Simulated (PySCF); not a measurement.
CH5FO2Si, SMILES O([SiH](F)O)C.

Coordinates come from a PBE0-D3(BJ)/def2-SVP optimisation. The structure was generated by enumeration, and PubChem lists no compound with its InChIKey, so it may never have been made. The values are those of a single conformer.

Two levels are set side by side: PBE/def2-TZVP (PySCF) and HF/def2-TZVP (PySCF). Same geometry, gas phase. Differences are taken from unrounded values.

| quantity | PBE |
|---|---|
| orbital gap (eV) | 6.97 |
| highest occupied level (eV) | -7.07 |
| lowest empty level (eV) | -0.10 |
| dipole moment (D) | 1.65 |
| mean polarisability (bohr³) | 44.0 |

Question: These are the PBE values. What does HF give? (Estimate from the structure and the level; the computed values follow.)

Answer: 
```csv
quantity,HF,PBE minus HF
orbital gap (eV),16.39,-9.41
highest occupied level (eV),-12.69,5.62
lowest empty level (eV),3.69,-3.79
dipole moment (D),1.82,-0.17
mean polarisability (bohr³),37.7,6.3
```

PBE's occupied levels lie high since its potential decays too fast outside the molecule; exact exchange lowers them and widens the gap. PBE's more diffuse valence density responds more strongly to a field. Differences between two approximate levels are no errors against the true value.

Rough cost on one machine, each run with all the roots and properties that it gave: HF against PBE about 1/3.
